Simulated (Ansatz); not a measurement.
Process, species as SMILES: [O]=[Sn][F] -> [O]=[Sn] + F atom (the F-Sn bond at the site shown breaks; other sites are not compared here)
Structures are relaxed separately at B3LYP-D3(BJ)/def2-TZVP in Ansatz (an electronic-structure program). Unstable Hartree-Fock reference: [O]=[Sn]. High T1 diagnostic, so coupled cluster is less sure: [O]=[Sn].

Wanted: bond dissociation energy (electronic energy difference), in kJ/mol. Cores are frozen in the correlated levels unless marked. Open shells are spin-unrestricted. No spin-orbit coupling. Frozen are the shells of the preceding noble gas and the d and f shells that filled before the atom's block. Past Kr the def2 sets carry scalar-relativistic core potentials. CBS(X,Y): correlation extrapolated as X^-3; Hartree-Fock from the larger set. The bracket is a focal-point correction in the basis named.

| level | program | bond dissociation energy (kJ/mol) |
|---|---|---|
| HF/def2-TZVPP | Ansatz | 305.6 |

Problem. Estimate the value at RI-MP2/CBS(def2-TZVPPD,def2-QZVPPD)+[CCSD(T)-MP2]/def2-TZVPPD as computed with Ansatz.

Solution. 284.3 kJ/mol, so HF/def2-TZVPP differs from it by 21.3 kJ/mol.
